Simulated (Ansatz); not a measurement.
System: SiO₂, charge 0, triplet. This triplet is an excited state, 2.7 eV above the singlet at CCSD(T)/cc-pV(5+d)Z (Ansatz, a program for electronic structure). SiO2 (parent SMILES O=[Si]=O, triplet).
B3LYP-D3(BJ)/def2-TZVP minimum from Ansatz:
```
Si
O 1 1.5848
O 1 1.5848 2 112.06
```
Charge 0, spin multiplicity 3.

Hartree-Fock and CCSD(T) correlation energies in hartree (Ansatz). UHF or UKS for unpaired electrons; spin-orbit terms are left out. Correlated methods leave the cores frozen. No relativity. The UHF reference of O2Si (parent SMILES O=[Si]=O, triplet) is spin-contaminated (<S^2> up to 0.03 over the pure value in the sets run). The spin of O2Si (parent SMILES O=[Si]=O, triplet) was assumed, and the state is the lowest solution found for it.

```json
[
 {"basis": "cc-pV(T+d)Z", "X": "3", "E(HF)": "-438.68412", "E(corr, CCSD(T))": "-0.55078"},
 {"basis": "cc-pV(Q+d)Z", "X": "4", "E(HF)": "-438.69980", "E(corr, CCSD(T))": "-0.59153"},
 {"basis": "cc-pV(5+d)Z", "X": "5", "E(HF)": "-438.70363", "E(corr, CCSD(T))": "withheld"}
]
```

Problem. Fit E(corr) = E∞ + A/X³ to X = 3 and 4, predict X = 5, and compare with the run.

Solution. A = (-0.55078 - (-0.59153))/(1/27 - 1/64) = 1.9031; E∞ = -0.59153 - A/64 = -0.62127; at X = 5, E∞ + A/125 = -0.60604. The run gave -0.60655, 0.51 mEh below the prediction. The same form on X = 4 and 5 gives E∞ = -0.62231, 1.04 mEh below the first estimate.
